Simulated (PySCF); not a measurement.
**Radial density of Sr⁺ (strontium, charge +1)**

UHF, [Kr] 5p1, 2P determinant (an excited configuration). Computed with PySCF 2.14 in ANO-RCC-VTZP (7s6p3d1f, 47 functions), with the spin-free X2C one-electron Hamiltonian (Gaussian nucleus).

```json
{"r (bohr)": "0.0311", "4πr²ρ (e/bohr)": "46.98", "4πr²(ρα − ρβ)": "0.0010"}
{"r (bohr)": "0.0524", "4πr²ρ (e/bohr)": "39.56", "4πr²(ρα − ρβ)": "0.0033"}
{"r (bohr)": "0.0881", "4πr²ρ (e/bohr)": "49.73", "4πr²(ρα − ρβ)": "0.0057"}
{"r (bohr)": "0.148", "4πr²ρ (e/bohr)": "53.83", "4πr²(ρα − ρβ)": "0.0014"}
{"r (bohr)": "0.249", "4πr²ρ (e/bohr)": "33.20", "4πr²(ρα − ρβ)": "0.0049"}
{"r (bohr)": "0.419", "4πr²ρ (e/bohr)": "41.36", "4πr²(ρα − ρβ)": "0.0116"}
{"r (bohr)": "0.705", "4πr²ρ (e/bohr)": "15.87", "4πr²(ρα − ρβ)": "0.0057"}
{"r (bohr)": "1.19", "4πr²ρ (e/bohr)": "7.498", "4πr²(ρα − ρβ)": "0.0484"}
{"r (bohr)": "1.99", "4πr²ρ (e/bohr)": "3.002", "4πr²(ρα − ρβ)": "-0.0048"}
{"r (bohr)": "3.36", "4πr²ρ (e/bohr)": "0.3176", "4πr²(ρα − ρβ)": "0.1833"}
{"r (bohr)": "5.64", "4πr²ρ (e/bohr)": "0.1923", "4πr²(ρα − ρβ)": "0.1922"}
{"r (bohr)": "9.49", "4πr²ρ (e/bohr)": "0.01722", "4πr²(ρα − ρβ)": "0.0172"}
{"r (bohr)": "16.0", "4πr²ρ (e/bohr)": "6.940e-05", "4πr²(ρα − ρβ)": "0.0001"}
```

Densities and radii are taken from the X2C orbitals without a picture-change correction, which distorts them close to the nucleus.

Q: Where is the radial spin density 4πr²(ρα − ρβ) most negative, and why is it negative at all?

A: Around r = 1.99 bohr, down to -0.0048 e/bohr: exchange with the open shell polarises the paired shells in an unrestricted calculation.
